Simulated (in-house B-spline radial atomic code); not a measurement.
Successive ionisation energies of potassium; each step leads to the configuration of the next row (after the last: bare). Dirac energy differences include first-order Breit, QED and recoil terms. NIST's values go from ground level to ground level; the uncertainty of those that are theory runs from under 0.1 % in few-electron ions to several per cent in heavy many-electron ones. Computed with a B-spline radial code for spherical atoms: Dirac-Hartree-Fock, jj configuration that fills j = l - 1/2 first, finite nuclei.

A number in brackets counts the electrons of a j subshell.

| ion | configuration | ionisation energy (eV) | tabulated value (eV) | computed minus tabulated (eV) | highest orbital | largest mean radius (bohr) |
| --- | --- | --- | --- | --- | --- | --- |
| K14+ | [He] 2s2 2p1/2(1) | 862.0 | 860.92 | 1 | 2p1/2 | 0.34743 |
| K15+ | [He] 2s2 | ? | ? | ? | ? | ? |
| K16+ | [He] 2s1 | ? | ? | ? | ? | ? |
| K17+ | 1s2 | 4609.4 | 4610.807 | -1 | 1s1/2 | 0.080035 |
| K18+ | 1s1 | 4934.0 | 4934.05 | 0 | 1s1/2 | 0.078439 |

Problem. Fill in the row of K15+.

Solution. ionisation energy (eV): 961.9; tabulated value (eV): 967.7; computed minus tabulated (eV): -6; highest orbital: 2s1/2; largest mean radius (bohr): 0.34145.

Problem. Fill in the row of K16+.

Solution. ionisation energy (eV): 1034.4; tabulated value (eV): 1034.542; computed minus tabulated (eV): 0; highest orbital: 2s1/2; largest mean radius (bohr): 0.336.

Problem. Where is the largest jump?

Solution. From K16+ to K17+, by a factor of 4.46 (1034.4 to 4609.4 eV); the highest orbital goes from 2s1/2 to 1s1/2.
